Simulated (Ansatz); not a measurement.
Born–Oppenheimer molecular dynamics of BrClH₄Si (7 atoms, charge 0, multiplicity 1). It starts at the highest image of a converged band. Of that band: Neighbouring images differ by up to 1.8 eV, so the band resolves the path poorly. A vibrational analysis at the climbing image gives one clearly imaginary mode, 856i cm⁻¹: a first-order saddle point.

Computed with RKS PBE-D4/def2-SVP (Ansatz).

```
ensemble                      : NVE (velocity Verlet)
time step                     : 0.5 fs
steps asked                   : 200
starting velocities drawn for : 300 K
seed                          : 3473
```

Frames 5 fs apart, positions in Å, forces in eV/Å.

Velocities at 25.0 fs (Å/ps):

```
Si -9.21 -8.97 -3.54
H 24.37 -28.25 0.51
Cl 2.78 0.93 0.94
H 26.82 10.92 13.40
H -29.54 20.53 -48.51
Br 1.34 2.39 0.90
H 30.99 24.24 28.30
```

```xyz
7
Properties=species:S:1:pos:R:3:forces:R:3 time_fs=25.0 energy_less_start_eV=-0.556 T=1160
Si 0.207 0.069 -0.068 -0.49 -1.89 -1.26
H 0.179 -0.362 1.419 -0.31 0.20 -0.62
Cl 2.089 -0.246 -0.892 0.42 0.09 0.05
H -0.375 1.346 -0.605 -0.23 -0.20 0.34
H -0.475 -1.099 -0.816 -0.17 0.47 0.46
Br 1.395 2.134 1.396 0.61 1.05 0.91
H 0.678 1.091 2.099 0.18 0.29 0.11
7
Properties=species:S:1:pos:R:3:forces:R:3 time_fs=30.0 energy_less_start_eV=-0.701 T=1384
Si 0.160 0.016 -0.091 0.41 -1.15 -1.70
H 0.253 -0.473 1.339 -0.50 0.14 -0.25
Cl 2.104 -0.241 -0.887 -0.20 -0.04 0.08
H -0.281 1.381 -0.500 -0.46 -0.13 0.24
H -0.631 -0.944 -0.987 -0.01 0.08 0.57
Br 1.403 2.148 1.402 0.88 1.27 0.61
H 0.825 1.204 2.286 -0.13 -0.17 0.45
7
Properties=species:S:1:pos:R:3:forces:R:3 time_fs=35.0 energy_less_start_eV=-0.776 T=1500
Si 0.116 -0.045 -0.129 0.92 0.43 -1.90
H 0.215 -0.562 1.223 -0.37 -0.30 0.82
Cl 2.117 -0.237 -0.881 -0.77 -0.13 0.05
H -0.290 1.378 -0.341 -0.36 -0.26 0.06
H -0.797 -0.778 -1.040 -0.14 -0.64 -0.03
Br 1.413 2.165 1.410 0.39 0.21 1.69
H 0.962 1.314 2.535 0.34 0.68 -0.69
7
Properties=species:S:1:pos:R:3:forces:R:3 time_fs=40.0 energy_less_start_eV=-0.881 T=1664
Si 0.080 -0.105 -0.182 0.28 -0.11 -0.15
H 0.088 -0.699 1.235 -0.13 0.14 -0.59
Cl 2.125 -0.233 -0.876 -1.25 -0.14 0.05
H -0.382 1.318 -0.169 -0.09 -0.20 -0.20
H -0.975 -0.741 -1.080 0.57 -0.40 0.07
Br 1.425 2.184 1.422 0.65 0.76 0.56
H 1.161 1.548 2.671 -0.03 -0.05 0.26
7
Properties=species:S:1:pos:R:3:forces:R:3 time_fs=45.0 energy_less_start_eV=-0.911 T=1710
Si 0.046 -0.166 -0.236 -0.04 -0.27 0.38
H -0.068 -0.815 1.144 0.23 0.04 -0.46
Cl 2.125 -0.230 -0.870 -1.50 -0.11 0.06
H -0.497 1.213 -0.042 0.14 0.04 -0.39
H -1.030 -0.803 -1.112 0.73 -0.23 -0.18
Br 1.438 2.204 1.437 0.40 0.37 0.91
H 1.367 1.799 2.829 0.04 0.15 -0.32
7
Properties=species:S:1:pos:R:3:forces:R:3 time_fs=50.0 energy_less_start_eV=-0.979 T=1815
Si 0.012 -0.228 -0.289 0.62 0.28 -0.14
H -0.175 -0.934 0.973 0.29 -0.49 0.76
Cl 2.115 -0.228 -0.863 -1.55 -0.06 0.12
H -0.581 1.117 -0.007 0.21 0.16 -0.44
H -0.928 -0.924 -1.197 0.18 -0.23 -0.70
Br 1.453 2.226 1.454 0.32 0.21 1.26
H 1.575 2.074 2.917 -0.06 0.14 -0.86
7
Properties=species:S:1:pos:R:3:forces:R:3 time_fs=55.0 energy_less_start_eV=-1.160 T=2094
Si -0.017 -0.289 -0.342 0.56 -1.08 0.05
H -0.214 -1.134 0.920 0.26 0.33 -0.30
Cl 2.094 -0.226 -0.855 -1.36 0.01 0.19
H -0.619 1.053 -0.074 0.10 0.08 -0.30
H -0.764 -1.082 -1.416 0.30 0.44 0.10
Br 1.469 2.248 1.474 0.05 0.15 -0.22
H 1.777 2.382 2.852 0.08 0.08 0.47
7
Properties=species:S:1:pos:R:3:forces:R:3 time_fs=60.0 energy_less_start_eV=-1.184 T=2133
Si -0.040 -0.359 -0.395 1.05 -1.12 -0.57
H -0.196 -1.272 0.825 -0.02 0.49 -0.30
Cl 2.064 -0.225 -0.847 -0.93 0.08 0.26
H -0.633 1.007 -0.211 -0.04 -0.10 -0.07
H -0.541 -1.149 -1.621 -0.13 0.52 0.53
Br 1.485 2.271 1.495 0.42 0.38 0.95
H 1.980 2.702 2.820 -0.36 -0.25 -0.80
7
Properties=species:S:1:pos:R:3:forces:R:3 time_fs=65.0 energy_less_start_eV=-1.145 T=2072
Si -0.055 -0.437 -0.453 1.53 0.61 -1.14
H -0.184 -1.320 0.688 -0.36 -0.39 0.83
Cl 2.028 -0.222 -0.836 -0.31 0.12 0.32
H -0.655 0.938 -0.364 -0.14 -0.17 0.18
H -0.355 -1.110 -1.727 -0.77 -0.26 -0.28
Br 1.502 2.295 1.518 0.24 0.23 0.31
H 2.113 2.972 2.647 -0.20 -0.14 -0.23
7
Properties=species:S:1:pos:R:3:forces:R:3 time_fs=70.0 energy_less_start_eV=-1.184 T=2132
Si -0.057 -0.512 -0.519 0.71 -0.19 -0.59
H -0.247 -1.418 0.686 -0.18 0.29 -0.32
Cl 1.990 -0.219 -0.824 0.20 0.11 0.30
H -0.709 0.834 -0.476 -0.17 -0.01 0.32
H -0.333 -1.113 -1.866 -0.60 -0.28 0.23
Br 1.520 2.319 1.542 0.01 -0.04 -0.09
H 2.204 3.220 2.416 0.02 0.12 0.15
7
Properties=species:S:1:pos:R:3:forces:R:3 time_fs=75.0 energy_less_start_eV=-1.220 T=2188
Si -0.054 -0.587 -0.592 -0.75 -0.27 -0.56
H -0.350 -1.466 0.635 0.13 0.29 -0.56
Cl 1.953 -0.216 -0.809 0.58 0.05 0.15
H -0.797 0.721 -0.516 0.07 -0.06 0.23
H -0.448 -1.181 -1.954 -0.06 -0.09 0.69
Br 1.538 2.344 1.565 0.58 0.85 0.46
H 2.277 3.464 2.200 -0.57 -0.77 -0.41
7
Properties=species:S:1:pos:R:3:forces:R:3 time_fs=80.0 energy_less_start_eV=-1.226 T=2198
Si -0.056 -0.664 -0.669 -1.32 0.86 -0.35
H -0.429 -1.468 0.486 0.13 -0.66 0.68
Cl 1.920 -0.212 -0.793 0.80 -0.02 -0.06
H -0.871 0.599 -0.505 0.24 0.05 -0.02
H -0.586 -1.280 -1.910 0.15 -0.30 -0.30
Br 1.558 2.371 1.591 -0.13 -0.24 -0.06
H 2.248 3.572 1.913 0.14 0.31 0.11
```

Of the whole run (100 fs, mean temperature of the second half 2114 K): The conserved energy stayed within 0.055 meV per atom of its start (net change 0.018 meV per atom), so the integration is sound. The kinetic energy rose, since the run started high on the potential surface and went downhill. It ends in pieces (BrH + ClH3Si), so much of that is their flight and rotation, not heat. A run of 0.1 ps of so small a system gives no equilibrium averages. The orbitals stay closed-shell, which can raise the energy where a bond breaks towards radicals; this wasn't checked here.

The run took 2.7 min on 2 threads of Intel(R) Xeon(R) Platinum 8488C (Sapphire Rapids), with other jobs on the host, peak memory 0.14 GiB.
